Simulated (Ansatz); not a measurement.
HfO2 (SMILES [O]=[Hf]=[O]), singlet, geometry from GFN2-xTB (such geometries of metal compounds can be far from the true shape) (core potentials on Hf); PBE/def2-SV(P) in Ansatz (a program for electronic structure).

Here is a job for Ansatz.
Ansatz 0.2 input:
```yaml
crystal:
  periodic: [false, false, false]
  atoms:
    - {symbol: Hf, position_ang: [0.11643168, -0.00131736, 0.13721368]}
    - {symbol: O, position_ang: [0.59267977, 0.25789576, -1.56254426]}
    - {symbol: O, position_ang: [-1.64056486, -0.24603952, 0.32762113]}
basis:
  gaussian:
    orbitals: def2-SV_P_.json
hamiltonian:
  xc: pbe
scf: {lower_state_search: off}
magnetization: {spin_polarized: true}
```
The basis file holds def2-SV(P) in the JSON format of the Basis Set Exchange.

### Question
Predict the main parts of the log of this Ansatz run.

### Answer

```
Functional definition: PBE
these checks for a lower state are left out or cut short: stability, starts, cluster_reference, orbital_swaps, neighbouring_geometries, increment
576 factors; their error is unknown
mean field evaluation 1: about -5371.2319 eV, gradient 7.5e1 eV
mean field evaluation 2: about -4970.9977 eV, gradient 2.2e2 eV
mean field evaluation 4: about -5393.4056 eV, gradient 1.1e1 eV
mean field evaluation 8: about -5394.0657 eV, gradient 1.8e-1 eV
mean field evaluation 16: about -5394.0094 eV, gradient 2.8e-5 eV
mean field -5394.00938286 eV, -198.2261886293 hartree, gradient 7.1e-6 eV, S^2 0.000000; 0 other end points of the search recorded, 0 dependent functions left out
reference -5394.00942547 eV, -198.2261901952 hartree; 14, 14 occupied and 39, 39 virtual orbitals, 576 factors
Total energy: -5394.00942547 eV, -198.2261901952 hartree
Checks for a lower state left out: stability, starts, cluster_reference, orbital_swaps, neighbouring_geometries, increment
```
